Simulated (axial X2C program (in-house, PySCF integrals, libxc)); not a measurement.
# Low determinants of NaGa at the PBE0 level, two-component

All values were computed with an in-house all-electron X2C program for linear molecules (integrals from PySCF). Two-component (2c) means X2C with spin–orbit coupling and atomic mean-field two-electron Coulomb and Gaunt terms. Basis: Ga dyall-cv3z [9s9p7d4f1g], Na dyall-cv3z [9s8p5d2f] (cores contracted in-house); Gaussian nuclei, density fitting, unrestricted open shells. Masses: Ga 68.926 u, Na 22.990 u.

Search at 3.115 Å (vertical energies from the lowest determinant):

| ΔE (eV) | state | electrons beyond evenly filled partner blocks | electrons in ±ω = 1/2, 3/2, 5/2, 7/2 |
| --- | --- | --- | --- |
| 0.00 | Ω = 0 | none | 30 10 2 0 |
| 0.24 | Ω = 2 | ω = 1/2, ω = 3/2 | 29 11 2 0 |
| 0.36 | Ω = 1 | 2 × ω = 1/2 | 30 10 2 0 |
| 0.42 | Ω = 1 | ω = -1/2, ω = 3/2 | 29 11 2 0 |
| 1.93 | Ω = 0 | none | 28 12 2 0 |
| 5.39 | Ω = 3 | ω = 1/2, ω = 5/2 | 29 10 3 0 |
| 5.48 | Ω = 2 | ω = -1/2, ω = 5/2 | 29 10 3 0 |

Lowest determinant, Ω = 0 (closed shell): Re = 3.112 Å, ωe = 157.9 cm⁻¹.

The determinant in row 2 of the search, Ω = 2 (⟨Sz⟩ = 1.00, ⟨Lz⟩ = 1.00 at PBE0), was followed along the bond at PBE0; measured from the minimum of the lowest determinant it gives:

Te = 0.226 eV (1824 cm⁻¹), Re = 2.943 Å, ωe = 151.1 cm⁻¹.

(1) Compare the bond of the determinant in row 2 with that of the lowest one.

The search compares states at one distance, so a state with another bond length can lie lower; it is not exhaustive and yields mostly the lowest determinant of each block pattern, so other components and higher states of one pattern are missing. These are energies of single determinants, not of spin-adapted states; PBE0 term energies can be off by some tenths of an eV, and the functional has no current term. Open-shell Ω = 0 determinants with evenly filled partner blocks cannot be reached by this program, so the Ω shown need not be the lowest component. The lowest determinant need not be the ground state where others lie within half an eV.

## Answers

(1) At PBE0 its Re is 0.169 Å shorter and its force constant, which goes as ωe², is 0.92 times that of the lowest determinant. T0 ≈ Te + Δωe/2 = 1824 + (-3) = 1821 cm⁻¹.
